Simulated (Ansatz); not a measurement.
Born–Oppenheimer molecular dynamics of F₄Si (5 atoms, charge 0, multiplicity 1). It starts from a relaxed structure.

All numbers below come from RKS PBE/6-31G* (Ansatz 0.2.0).

```yaml
ensemble: NVT, Nosé–Hoover chain
time_step: 1 fs
steps_asked: 300
set_temperature: 300 K
thermostat: time constant 300 fs, chain length 3
seed: 536135
```

First frame:

```xyz
5
Properties=species:S:1:pos:R:3
Si 0.000 0.000 0.000
F 0.000 0.000 1.592
F 1.501 0.000 -0.530
F -0.750 1.300 -0.530
F -0.750 -1.300 -0.530
```

Q: How far do the bonds stretch over the last three quarters of this one trajectory? (Pairs bonded in most of those frames.)

A: 
```json
{"bond": "Si1–F2", "mean (Å)": "1.594", "spread (Å)": "0.021", "shortest": "1.56", "longest": "1.63"}
{"bond": "Si1–F3", "mean (Å)": "1.593", "spread (Å)": "0.022", "shortest": "1.55", "longest": "1.63"}
{"bond": "Si1–F4", "mean (Å)": "1.593", "spread (Å)": "0.023", "shortest": "1.55", "longest": "1.63"}
{"bond": "Si1–F5", "mean (Å)": "1.593", "spread (Å)": "0.020", "shortest": "1.55", "longest": "1.63"}
```

Mean temperature of the second half: 173 K. The conserved energy stayed within 0.16 meV per atom of its start (net change 0.064 meV per atom), so the integration is sound. The mean temperature of the second half is 42 % below the set value. A run of 0.3 ps of so small a system gives no equilibrium averages.

Time of the run: 10 min on 1 thread of Arm Neoverse V1, with other jobs on the host, peak memory 0.12 GiB.
